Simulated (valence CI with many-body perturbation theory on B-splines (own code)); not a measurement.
Results of a calculation; reference values are marked as such.
# Energy levels of Ba XLIII

Level of theory: relativistic CI+MBPT: four valence electrons over a frozen Dirac-Fock core [Ne], a basis of 11 s, 11 p, 10 d, 8 f, 5 g, 2 h functions for each j, with the one-electron correlation potential Σ1 (screened to all orders), the two-electron term Σ2, the three-electron term Σ3, Breit, model QED; selected single and double excitations, second order for the rest, scaled by the run's own slope (own B-spline code, finite nucleus).

No measured spectrum was set against this ion. As an estimate, large intervals hold to a few tenths of a per cent, small ones and those within an open d or f shell to about a per cent. Among the levels kept, up to 550 cm⁻¹ of a level comes from second order outside the variational space, and about a tenth of that is noise between levels of different J, which matters for small intervals.

Levels 1 to 45 of 171, with energies above the lowest level, (3s^2 3p1/2^2) J=0. "Leading %" is the weight of the configuration and term that name the level; weights of strongly mixed levels are sums over their largest components and can fall short. In the jj column 3d3/2^4 stands for four electrons in 3d with j = 3/2.

```
No.  Configuration  Term  J  E (eV)  Leading %                   Leading jj      g
  1         3s²3p²    ³P  0    0.00         72          3s^2 3p1/2^2 (99 %)       
  2         3s²3p²    ³P  1   88.53         99      3s^2 3p1/2 3p3/2 (99 %)  1.495
  3         3s²3p²    ¹D  2   95.24         61      3s^2 3p1/2 3p3/2 (98 %)  1.186
  4         3s²3p²    ³P  2  188.62         60          3s^2 3p3/2^2 (98 %)  1.301
  5          3s3p³   ³P°  2  196.56         41      3s 3p1/2^2 3p3/2 (93 %)  1.603
  6         3s²3p²    ¹S  0  203.21         71          3s^2 3p3/2^2 (97 %)       
  7          3s3p³   ³D°  1  217.27         40      3s 3p1/2^2 3p3/2 (82 %)  0.981
  8        3s²3p3d   ³F°  2  242.69         72      3s^2 3p1/2 3d3/2 (97 %)  0.767
  9          3s3p³   ⁵S°  2  268.08         28      3s^2 3p1/2 3d5/2 (54 %)  1.436
 10        3s²3p3d   ³D°  1  270.95         49      3s^2 3p1/2 3d3/2 (83 %)  0.894
 11        3s²3p3d   ³F°  3  273.57         44      3s^2 3p1/2 3d5/2 (79 %)  1.167
 12          3s3p³   ³D°  2  292.09         39      3s 3p1/2 3p3/2^2 (52 %)  1.322
 13          3s3p³   ³D°  3  297.60         74      3s 3p1/2 3p3/2^2 (74 %)  1.262
 14          3s3p³   ³P°  0  303.93         89      3s 3p1/2 3p3/2^2 (89 %)       
 15          3s3p³   ³P°  1  312.46         42      3s 3p1/2 3p3/2^2 (82 %)  1.255
 16          3s3p³   ¹D°  2  315.69         55      3s 3p1/2 3p3/2^2 (70 %)  1.111
 17          3s3p³   ³S°  1  322.82         38      3s 3p1/2 3p3/2^2 (92 %)  1.380
 18        3s3p²3d    ⁵F  1  353.02         51      3s 3p1/2^2 3d3/2 (94 %)  0.373
 19        3s3p²3d    ⁵F  2  357.27         28      3s 3p1/2^2 3d3/2 (88 %)  1.176
 20        3s²3p3d   ³D°  2  358.42         42      3s^2 3p3/2 3d3/2 (75 %)  1.056
 21        3s²3p3d   ³F°  3  358.52         33      3s^2 3p3/2 3d3/2 (84 %)  1.137
 22        3s²3p3d   ³P°  1  359.03         48      3s^2 3p3/2 3d3/2 (84 %)  1.143
 23        3s²3p3d   ³P°  0  360.40         88      3s^2 3p3/2 3d3/2 (88 %)       
 24        3s²3p3d   ³F°  4  362.11         99      3s^2 3p3/2 3d5/2 (99 %)  1.244
 25        3s²3p3d   ³P°  2  363.03         40      3s^2 3p3/2 3d5/2 (80 %)  1.302
 26        3s3p²3d    ⁵D  3  382.81         27      3s 3p1/2^2 3d5/2 (90 %)  1.373
 27        3s²3p3d   ¹F°  3  388.07         50      3s^2 3p3/2 3d5/2 (87 %)  1.157
 28        3s3p²3d    ³F  2  391.41         23      3s 3p1/2^2 3d5/2 (77 %)  1.062
 29        3s²3p3d   ¹P°  1  392.37         62      3s^2 3p3/2 3d5/2 (89 %)  1.124
 30          3s3p³   ³P°  2  409.50         41            3s 3p3/2^3 (78 %)  1.351
 31            3p⁴    ³P  2  423.24         27  3s 3p1/2 3p3/2 3d3/2 (46 %)  1.130
 32        3s3p²3d    ⁵D  0  428.67         62  3s 3p1/2 3p3/2 3d3/2 (81 %)       
 33          3s3p³   ¹P°  1  429.07         42            3s 3p3/2^3 (88 %)  1.177
 34        3s3p²3d    ⁵D  1  431.08         57  3s 3p1/2 3p3/2 3d3/2 (97 %)  1.205
 35        3s3p²3d    ⁵F  3  434.19         48  3s 3p1/2 3p3/2 3d3/2 (90 %)  1.174
 36        3s3p²3d    ⁵F  2  434.79         32  3s 3p1/2 3p3/2 3d3/2 (60 %)  1.190
 37            3p⁴    ¹S  0  438.18         34       3p1/2^2 3p3/2^2 (58 %)       
 38        3s3p²3d    ⁵F  4  443.94         43  3s 3p1/2 3p3/2 3d3/2 (78 %)  1.224
 39        3s3p²3d    ⁵D  4  450.66         52  3s 3p1/2 3p3/2 3d5/2 (94 %)  1.394
 40        3s3p²3d    ³F  2  454.61         65  3s 3p1/2 3p3/2 3d3/2 (70 %)  0.897
 41        3s3p²3d    ⁵P  3  456.50         42  3s 3p1/2 3p3/2 3d3/2 (60 %)  1.408
 42        3s3p²3d    ⁵P  2  461.34         40  3s 3p1/2 3p3/2 3d3/2 (78 %)  1.520
 43        3s3p²3d    ⁵P  1  462.19         42  3s 3p1/2 3p3/2 3d3/2 (91 %)  1.868
 44        3s3p²3d    ⁵F  5  465.03         54  3s 3p1/2 3p3/2 3d5/2 (96 %)  1.300
 45        3s3p²3d    ³P  2  465.58         35  3s 3p1/2 3p3/2 3d5/2 (78 %)  1.283
```

The ionisation energy to 3s²3p ²P°1/2 of the next ion comes out as 3267.6 eV (NIST: 3266 ± 4 eV (theoretical)). All 171 levels together are meant to be complete up to 731.46 eV.
